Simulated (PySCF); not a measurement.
**TbF at UHF-SCS-MP2**

Level: UHF-SCS-MP2. Tb x2c-SVPall, F x2c-SVPall; spin-free X2C with a Gaussian nucleus (PySCF 2.14).

```
state                          : septet, about 8.3 electrons in the 4f shell (Mulliken), real f orbitals that mix terms
bond length                    : 0.1945 nm
harmonic wavenumber            : 642 cm⁻¹
force constant                 : 4.12 mdyn/Å
rotational constant Be         : 0.2627 cm⁻¹
anharmonicity ωexe             : 1.89 cm⁻¹
vibration–rotation constant αe : 0.00113 cm⁻¹
```

Correlated steps freeze 19 core orbitals. These are scalar-relativistic numbers at best; spin–orbit coupling would shift them, the dissociation energy most. The state is the lowest single determinant that the PBE0 search found; with open d or f shells the true ground state can be another one.
